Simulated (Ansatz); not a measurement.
`BB(O)Br` + silanol → `OB(Br)O[SiH3]` + BH₃ at 400 K and 1 bar (cleavage of the B–B bond).

Computed with Ansatz on PBE0-D4/def2-TZVP structures; ΔE is electronic, products minus reactants. CCSD(T)/CBS is the MP2 limit (def2-TZVPP, def2-QZVPP) plus CCSD(T) − MP2 in def2-TZVPP, frozen cores. This one scheme is used for every species. For Br outer-core shells are correlated without core-valence functions, which leaves a few kJ/mol of doubt a bond. Scalar relativity is left out up to krypton. One conformer a species, not always the lowest.

| species | CCSD(T)/CBS energy (Eh) | H − E (kJ/mol) | S (J/(mol·K)) |
| --- | --- | --- | --- |
| `BB(O)Br` | -2699.94100 | 130.1 | 341.9 |
| `O[SiH3]` | -366.69042 | 120.0 | 276.4 |
| `OB(Br)O[SiH3]` | -3040.13124 | 164.5 | 392.9 |
| BH₃ | -26.55200 | 82.6 | 199.4 |

H − E and S are ideal-gas, rigid-rotor, harmonic terms from PBE0-D4/def2-TZVP, for one conformer and one mirror image of each species. 1 Eh = 2625.50 kJ/mol, R = 8.31446 J/(mol·K).

Q: By hand: ΔE, ΔH, ΔS and ΔG.

A: ΔE = (-3040.13124) + (-26.55200) − (-2699.94100) − (-366.69042) = -0.05182 Eh = -136.1 kJ/mol. Δ(H − E) = 164.5 + 82.6 − 130.1 − 120.0 = -3.0, so ΔH = -139.1 kJ/mol. ΔS = 392.9 + 199.4 − 341.9 − 276.4 = -26.0 J/(mol·K). ΔG = -139.1 − 400 × (-26.0)/1000 = -128.7 kJ/mol.

Q: By hand: the equilibrium constant, and the temperature at which ΔG would vanish if ΔH and ΔS stayed fixed.

A: log₁₀ K = −ΔG/(RT ln 10) = 16.8. ΔG = 0 at ΔH/ΔS = 5350 K, far beyond where these terms or the molecules hold.

ΔH outweighs TΔS. A doubt of 5 kJ/mol in ΔE shifts log₁₀ K by 0.7 here. Other conformers and mirror images would add mixing entropy, several J/(mol·K) or more a flexible species. These are equilibria of isolated gas molecules and say nothing of rates. Largest T1 diagnostic: 0.011 (customary marks: 0.02 for closed shells, 0.045 for open ones).
